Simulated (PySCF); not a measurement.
Cl2H5NSi2, SMILES N([SiH2]Cl)[SiH2]Cl.

Geometry: PBE0-D3(BJ)/def2-SVP. One conformer was computed; it need not be the lowest.

The numbers are results of PBE/def2-TZVP (PySCF), not measurements.

Symmetry labels are those of the subgroup C2 that the program uses (full group C2).

**Question.** List the valence orbital energies around the gap with their symmetry. (An estimate is asked for; the answer gives what the named calculation found.)

**Answer.** 
```csv
orbital,symmetry,energy (eV)
HOMO−7,A,-9.53
HOMO−6,A,-9.31
HOMO−5,B,-9.16
HOMO−4,A,-8.04
HOMO−3,B,-7.88
HOMO−2,A,-7.63
HOMO−1,B,-7.58
HOMO,B,-7.04
LUMO,A,-0.97
LUMO+1,A,-0.54
LUMO+2,B,-0.27
LUMO+3,A,0.33
```
